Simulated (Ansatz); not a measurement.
Consider the formal exchange of groups at a B–C bond: `C=CB(O)[SeH]` + CH₄ → `CB(O)[SeH]` + `C=C`.

Program: Ansatz. Geometries: PBE0-D4/def2-TZVP. ΔE: electronic, gas phase. CCSD(T)/CBS adds triple-zeta CCSD(T) − MP2 to the extrapolated MP2 energy (def2 sets, frozen cores). This one scheme is used for every species. DFT in def2-TZVPP. B3LYP here is the variant with VWN-RPA as its local correlation; programs differ in this. For Se outer-core shells are correlated without core-valence functions, which leaves a few kJ/mol of doubt a bond. Scalar relativity is left out up to krypton. One conformer a species, not always the lowest.

```tsv
level	ΔE (kJ/mol)	difference from CCSD(T)/CBS
PBE-D4	16.1	2.4
r2SCAN-D4	15.3	1.6
B3LYP-D4	16.2	2.5
B2PLYP	13.6	-0.1
B3LYP	11.7	-2.0
HF/def2-TZVPP	7.7	-6.0
CCSD(T)/def2-TZVPP	14.2	0.5
SCS-MP2/def2-QZVPP	14.9	1.2
HF/CBS(def2)	7.6	-6.1
CCSD/CBS(def2)	11.5	-2.2
CCSD(T)/CBS	13.7	0
```

Largest T1 diagnostic among the species: 0.012.

The D4 term adds +4.6 kJ/mol with B3LYP and +2.6 kJ/mol with PBE0; it sums over pairs of atoms, weighted by their polarisabilities, and B3LYP, whose exchange is more repulsive, gets the larger term. In def2-TZVPP, CCSD(T) changes the Hartree–Fock value by +6.5 kJ/mol (the triples alone add +2.2 kJ/mol) and MP2 by +9.1 kJ/mol.
